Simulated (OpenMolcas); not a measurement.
## Multiconfigurational calculation on La2+

Input:

```
&GATEWAY
Coord
1

La 0.0 0.0 0.0
Basis=ANO-RCC-VTZP
Group=XYZ
NoMove
AngMom=0.0 0.0 0.0
AMFI
&SEWARD
* reference wave functions (RASSCF and RASSI steps not shown): 1 electron in 5 orbitals (5d)
>>> COPY JOB001 $Project.JobIph
&CASPT2
Multistate=5 1 2 3 4 5
Frozen=14 9
IPEA=0.25
Shift=0.2
MaxIter=60
WThr=0.0 0.3 0.05
PrWF=0.5
NoMix
```

Launched by
```bash
OMP_NUM_THREADS=1 MOLCAS_MEM=1689 MOLCAS_PROJECT=a pymolcas a.inp > a.log  # once for each step of the input, in one work folder
```

Output, cut to the results:

```
--- CASPT2 ---
Orbital specifications:
      -----------------------

      Symmetry species                           1   2
                                                ag  au
      Frozen orbitals                           14   9
      Inactive orbitals                          1   3
      Active orbitals                            5   0
      Secondary orbitals                        31  41
      Deleted orbitals                           0   0
      Number of basis functions                 51  53
Type of calculation                        MS-CASPT2
      Fock operator                              state-specific
      IPEA shift                                 0.25
      Real shift                                 0.20
      Imaginary shift                            0.00
      The input orbitals will be transformed to quasi-canonical
Reference energy:       -8485.9727901042
      E2 (Non-variational):      -0.1934179526
      Shift correction:          -0.0107145761
      E2 (Variational):          -0.2041325287
      Total energy:           -8486.1769226329
      Residual norm:              0.0000001235
      Reference weight:           0.94915
      Contributions to the CASPT2 correlation energy
      Active & Virtual Only:         -0.0000000000
      One Inactive Excited:          -0.0381981129
      Two Inactive Excited:          -0.1552198397
Reference energy:       -8485.9727901042
      E2 (Non-variational):      -0.1934182882
      Shift correction:          -0.0107146310
      E2 (Variational):          -0.2041329192
      Total energy:           -8486.1769230234
      Residual norm:              0.0000001236
      Reference weight:           0.94915
      Contributions to the CASPT2 correlation energy
      Active & Virtual Only:         -0.0000000000
      One Inactive Excited:          -0.0381984628
      Two Inactive Excited:          -0.1552198254
::    CASPT2 Root  1     Total energy:  -8486.17692263
::    CASPT2 Root  2     Total energy:  -8486.17692302
::    CASPT2 Root  3     Total energy:  -8486.17692543
::    CASPT2 Root  4     Total energy:  -8486.17692259
::    CASPT2 Root  5     Total energy:  -8486.17695360
::    MS-CASPT2 Root  1     Total energy:  -8486.17695408
::    MS-CASPT2 Root  2     Total energy:  -8486.17692777
::    MS-CASPT2 Root  3     Total energy:  -8486.17692274
::    MS-CASPT2 Root  4     Total energy:  -8486.17692255
::    MS-CASPT2 Root  5     Total energy:  -8486.17692015
```

Levels above the lowest, from the spin-orbit matrix with the single-state CASPT2 energies, averaged by term, on its diagonal:

```csv
Configuration,Term,J,E (cm-1),Measured (cm-1),g,Term weight %
5d,2D,3/2,0.0,0.0,0.800,100
5d,2D,5/2,1601,1603,1.200,100
```

Against the measured value (Martin, Zalubas and Hagan, Atomic Energy Levels: The Rare-Earth Elements, NSRDS-NBS 60 (1978)): 5d 2D 5/2: computed 1601, measured 1603 cm-1 (-0.1 %).

With one active electron, CASPT2 adds the correlation within the correlated inactive shells and between them and that electron, and leaves the splitting within a term as the reference gives it. Measured partners are found by configuration, term and J. A level has none where our copy of the source lacks it or the pairing is in doubt (some pairs that miss far off the trend of their configuration count as doubtful), and it then counts in no deviation. Levels of configurations outside the active space are missing.

The CASPT2 steps took 3.7 s on 1 thread of Intel(R) Xeon(R) Platinum 8259CL CPU @ 2.50GHz (Skylake/Cascade Lake), on a shared host; the integral step is not counted.

The term weight is that of the spin-free term in the level, not the purity of its configuration.
